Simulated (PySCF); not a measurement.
# Radial density of As+ (arsenic, charge +1)

UHF, [Ar] 3d10 4s2 4p2, high-spin 3P determinant. Calculation: PySCF 2.14, in def2-TZVPPD (7s5p5d1f, 54 functions); no relativity, point nucleus.

```
r (bohr)  4πr²ρ (e/bohr)  4πr²(ρα − ρβ)
0.000642          0.1224         0.0000
 0.00108          0.3374         0.0000
 0.00182          0.9071         0.0000
 0.00305           2.368         0.0000
 0.00514           5.836        -0.0001
 0.00864           13.12        -0.0001
  0.0145           25.22         0.0003
  0.0244           37.62         0.0029
  0.0411           38.77         0.0144
  0.0692           32.67         0.0444
   0.116           43.82         0.0611
   0.196           40.21        -0.0082
   0.329           24.61         0.0578
   0.554           30.06         0.0921
   0.931           10.71         0.0672
    1.57           2.965         0.8983
    2.63           1.273         0.7390
    4.43          0.1059         0.0818
    7.45       0.0004574         0.0004
```

(1) Where is the radial spin density 4πr²(ρα − ρβ) most negative, and why is it negative at all?

## Answers

(1) Around r = 0.196 bohr, down to -0.0082 e/bohr: exchange with the open shell polarises the paired shells in an unrestricted calculation.
